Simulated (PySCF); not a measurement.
Cl4OW, SMILES [O]=[W]([Cl])([Cl])([Cl])[Cl] (connectivity only; charge and spin as stated), charge -1, multiplicity 2.

Geometry: PBE-D3(BJ)/def2-SVPD. The spin state was assumed, not searched. The isomer is the one that the SMILES or the coordinates give; other isomers of the formula were not compared. The def2 effective core potentials stand for the cores of W; spin–orbit coupling is left out.

Method: PBE-D3(BJ)/def2-SVPD run with PySCF 2.14.0.

Frequencies are harmonic and unscaled.

Modes within 1.5 cm⁻¹ of each other (mostly degenerate sets) share a row, with their intensities summed.

```csv
mode,ν (cm⁻¹),IR (km/mol),moving atoms (share of kinetic energy)
1,37,0.0,Cl 100 %
2,130,2.3,"Cl 64 %, W 33 %"
3–4,143,5.1,"Cl 83 %, W 11 %"
5,167,0.0,Cl 100 %
6–7,223,0.1,"O 73 %, Cl 23 %"
8,277,0.0,Cl 100 %
9–10,321,244.6,"Cl 66 %, W 30 %"
11,332,6.5,Cl 94 %
12,988,106.5,"O 92 %, W 8 %"
```
